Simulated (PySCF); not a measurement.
**Structure from 2D NMR**

Compound of formula C$_{4}$H$_{9}$FN$_{2}$Si. Correlations simulated from computed shifts and the bond graph:

HSQC (one-bond C–H):
```csv
δH,δC
5.89,101.7
3.72,57.5
3.56,57.5
2.25,14.9
```

COSY cross peaks (H two or three bonds apart, from the bond graph; peaks can be absent where the dihedral angle is near 90°):
```csv
δH,δH
5.89,3.72
5.89,3.56
3.72,3.56
```

HMBC (two and three bonds, from the bond graph):
```csv
δH,δC
5.89,"145.6, 57.5, 14.9"
4.87,57.5
3.72,"145.6, 101.7"
3.56,"145.6, 101.7"
2.25,"145.6, 101.7"
```

Carbons without hydrogens: δ 145.6.

PySCF 2.14.0 with density-fitted response routines calculation with structure optimised with GFN2-xTB and σ from GIAO-PBE0/pcSseg-1; single conformer, no solvent, no relativistic terms, one averaged value for each set of equivalent atoms.

Scale: TMS for 1H (σ = 31.72 ppm), 13C (σ = 186.93 ppm) (reference shieldings calculated alike).

Exchangeable hydrogens are left out of these lists.

Problem. Which molecule is this?

Solution. `InChI=1S/C4H9FN2Si/c1-3-4(5)2-7(8)6-3/h4H,2H2,1,8H3/t4-/m1/s1`.

Numbering as in the mapped SMILES `[CH3:1][C:2]1=[N:3][N:4]([SiH3:5])[CH2:6][C@H:7]1[F:8]`. Hydrogens are named by the atom that carries them. Ha(C6) is cis to F8 on the ring; Hb(C6) is trans to F8 on the ring.

δC 145.6 is C2, a C=N carbon. δC 101.7 is C7, an sp3 CH bonded to F (δH 5.89). δC 57.5 is C6, an sp3 CH2 bonded to N (δH 3.56, 3.72). δC 14.9 is C1, a methyl carbon (δH 2.25). HMBC from δH 5.89 reaches the proton-free carbon C2. HMBC from δH 3.72 reaches the proton-free carbon C2. HMBC from δH 3.56 reaches the proton-free carbon C2. HMBC from δH 2.25 reaches the proton-free carbon C2. COSY links 5.89–3.72, 5.89–3.56, 3.72–3.56.

The shifts were computed for this structure.

Shifts are as computed. Against solution values, carbons near 30 ppm lie about +3 ppm off and those near 130 ppm about +5 ppm. Of 1211 compounds with measured shifts, 218 miss one by over three times the rms of a fit or turn the order of signals round; such compounds aren't used in these exercises.
